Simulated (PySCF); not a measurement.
C3H2F5O (SMILES OC([C](F)F)C(F)(F)F), doublet, geometry from GFN2-xTB, with bond 4-3 at 1.6 times its length; DF-HF/6-31G* in PySCF.

PySCF was given this input:
```python
from pyscf import gto, scf

mol = gto.M(
    atom='''
O    -0.63380311   -1.46610385   -0.78134352
C    -0.37897747   -0.56001167    0.25840798
C    -1.19992583    0.69515756    0.17148706
F    -1.34932492    1.69028793   -1.69804830
F    -2.39602052    0.66490069    0.76853333
C     1.12160669   -0.21671759    0.16596184
F     1.45372352    0.33872686   -0.99253291
F     1.46237622    0.64528062    1.13479504
F     1.87496103   -1.30217874    0.32928813
H    -1.55527008   -1.75508341   -0.76677360
H    -0.54618542   -1.00124660    1.25438119
''',
    basis='6-31g*',
    spin=1,
    verbose=4,
)

mf = scf.UHF(mol)
mf.conv_tol_grad = 1e-7
mf = mf.density_fit(auxbasis='def2-universal-jkfit')
mf.kernel()
```

**Question.** What does PySCF print? Leave out banner, timings and long lists.

**Answer.** 
```
PySCF version 2.14.0

[INPUT] verbose = 4
[INPUT] num. atoms = 11
[INPUT] num. electrons = 73
[INPUT] charge = 0
[INPUT] spin (= nelec alpha-beta = 2S) = 1
[INPUT] symmetry False subgroup None
[INPUT] Mole.unit = angstrom
[INPUT] Symbol           X                Y                Z      unit          X                Y                Z       unit  Magmom
[INPUT]  1 O     -0.633803110000  -1.466103850000  -0.781343520000 AA   -1.197714294798  -2.770534746670  -1.476525262004 Bohr   0.0
[INPUT]  2 C     -0.378977470000  -0.560011670000   0.258407980000 AA   -0.716163625681  -1.058268682860   0.488320310602 Bohr   0.0
[INPUT]  3 C     -1.199925830000   0.695157560000   0.171487060000 AA   -2.267531188491   1.313657401821   0.324063577307 Bohr   0.0
[INPUT]  4 F     -1.349324920000   1.690287930000  -1.698048300000 AA   -2.549854551851   3.194181259358  -3.208846233283 Bohr   0.0
[INPUT]  5 F     -2.396020520000   0.664900690000   0.768533330000 AA   -4.527822571638   1.256480204134   1.452317511300 Bohr   0.0
[INPUT]  6 C      1.121606690000  -0.216717590000   0.165961840000 AA    2.119529463580  -0.409536891476   0.313622424729 Bohr   0.0
[INPUT]  7 F      1.453723520000   0.338726860000  -0.992532910000 AA    2.747139313639   0.640100996434  -1.875615369518 Bohr   0.0
[INPUT]  8 F      1.462376220000   0.645280620000   1.134795040000 AA    2.763490546877   1.219403645290   2.144451833115 Bohr   0.0
[INPUT]  9 F      1.874961030000  -1.302178740000   0.329288130000 AA    3.543162840932  -2.460761183831   0.622264381770 Bohr   0.0
[INPUT] 10 H     -1.555270080000  -1.755083410000  -0.766773600000 AA   -2.939034500930  -3.316626970668  -1.448992103547 Bohr   0.0
[INPUT] 11 H     -0.546185420000  -1.001246600000   1.254381190000 AA   -1.032140857031  -1.892081857152   2.370436904906 Bohr   0.0

nuclear repulsion = 501.976387520368
number of shells = 58
number of NR pGTOs = 251
number of NR cGTOs = 130
basis = 6-31g*
ecp = {}

******** <class 'pyscf.df.df_jk.DFUHF'> ********
method = DFUHF
initial guess = minao
damping factor = 0
level_shift factor = 0
DIIS = <class 'pyscf.scf.diis.CDIIS'>
diis_start_cycle = 1
diis_space = 8
diis_damp = 0
SCF conv_tol = 1e-09
SCF conv_tol_grad = 1e-07
SCF max_cycles = 50
direct_scf = False
number electrons alpha = 37  beta = 36
******** <class 'pyscf.df.df.DF'> ********
auxbasis = def2-universal-jkfit
init E= -687.546634550407

cycle= 1 E= -686.073146170937  delta_E= 1.47  |g|= 1.03  |ddm|= 2.27
cycle= 2 E= -685.980768568791  delta_E= 0.0924  |g|= 1.23  |ddm|= 1.54
cycle= 3 E= -686.553828145933  delta_E= -0.573  |g|= 0.236  |ddm|= 0.95
cycle= 4 E= -686.581042100991  delta_E= -0.0272  |g|= 0.0829  |ddm|= 0.216
cycle= 5 E= -686.58862949375  delta_E= -0.00759  |g|= 0.0394  |ddm|= 0.116
cycle= 6 E= -686.593016487905  delta_E= -0.00439  |g|= 0.0335  |ddm|= 0.0946
cycle= 7 E= -686.596188375372  delta_E= -0.00317  |g|= 0.0344  |ddm|= 0.0662
cycle= 8 E= -686.594600616978  delta_E= 0.00159  |g|= 0.0328  |ddm|= 0.0327
cycle= 9 E= -686.58967626071  delta_E= 0.00492  |g|= 0.0276  |ddm|= 0.147
cycle= 10 E= -686.589978125198  delta_E= -0.000302  |g|= 0.0168  |ddm|= 0.0798
cycle= 11 E= -686.591017895159  delta_E= -0.00104  |g|= 0.0108  |ddm|= 0.0898
cycle= 12 E= -686.590975799151  delta_E= 4.21e-05  |g|= 0.00719  |ddm|= 0.0225
cycle= 13 E= -686.591200185526  delta_E= -0.000224  |g|= 0.00247  |ddm|= 0.0442
cycle= 14 E= -686.591228752389  delta_E= -2.86e-05  |g|= 0.00133  |ddm|= 0.0148
cycle= 15 E= -686.591233896423  delta_E= -5.14e-06  |g|= 0.000783  |ddm|= 0.00463
cycle= 16 E= -686.591236077321  delta_E= -2.18e-06  |g|= 0.000454  |ddm|= 0.00315
cycle= 17 E= -686.591236985924  delta_E= -9.09e-07  |g|= 0.000276  |ddm|= 0.00209
cycle= 18 E= -686.5912373225  delta_E= -3.37e-07  |g|= 0.000164  |ddm|= 0.00133
cycle= 19 E= -686.591237451326  delta_E= -1.29e-07  |g|= 0.000109  |ddm|= 0.000818
cycle= 20 E= -686.591237507048  delta_E= -5.57e-08  |g|= 9.33e-05  |ddm|= 0.000469
cycle= 21 E= -686.591237531975  delta_E= -2.49e-08  |g|= 0.000102  |ddm|= 0.000174
cycle= 22 E= -686.591237502468  delta_E= 2.95e-08  |g|= 7.76e-05  |ddm|= 0.000228
cycle= 23 E= -686.59123748794  delta_E= 1.45e-08  |g|= 4.31e-05  |ddm|= 0.00031
cycle= 24 E= -686.59123748862  delta_E= -6.8e-10  |g|= 2.05e-05  |ddm|= 0.000228
cycle= 25 E= -686.591237489197  delta_E= -5.78e-10  |g|= 8.36e-06  |ddm|= 7.32e-05
cycle= 26 E= -686.59123748932  delta_E= -1.23e-10  |g|= 4.83e-06  |ddm|= 2.76e-05
cycle= 27 E= -686.591237489357  delta_E= -3.73e-11  |g|= 3e-06  |ddm|= 9.77e-06
cycle= 28 E= -686.591237489383  delta_E= -2.57e-11  |g|= 2.04e-06  |ddm|= 8.13e-06
cycle= 29 E= -686.591237489395  delta_E= -1.23e-11  |g|= 1.45e-06  |ddm|= 7.79e-06
cycle= 30 E= -686.591237489405  delta_E= -1e-11  |g|= 1.06e-06  |ddm|= 7.19e-06
cycle= 31 E= -686.591237489411  delta_E= -5.68e-12  |g|= 9.33e-07  |ddm|= 3.24e-06
cycle= 32 E= -686.591237489413  delta_E= -2.05e-12  |g|= 9.3e-07  |ddm|= 1.52e-06
cycle= 33 E= -686.591237489418  delta_E= -4.55e-12  |g|= 1.01e-06  |ddm|= 1.05e-06
cycle= 34 E= -686.591237489414  delta_E= 3.87e-12  |g|= 9.2e-07  |ddm|= 1.02e-06
cycle= 35 E= -686.591237489414  delta_E=    0  |g|= 6.19e-07  |ddm|= 3.13e-06
cycle= 36 E= -686.591237489411  delta_E= 2.5e-12  |g|= 3.48e-07  |ddm|= 3.1e-06
cycle= 37 E= -686.591237489414  delta_E= -2.96e-12  |g|= 1.85e-07  |ddm|= 1.9e-06
cycle= 38 E= -686.591237489413  delta_E= 9.09e-13  |g|= 8.23e-08  |ddm|= 9e-07
Extra cycle  E= -686.591237489408  delta_E= 5e-12  |g|= 5.98e-08  |ddm|= 1.25e-07
converged SCF energy = -686.591237489408  <S^2> = 0.7667189  2S+1 = 2.0166496
```
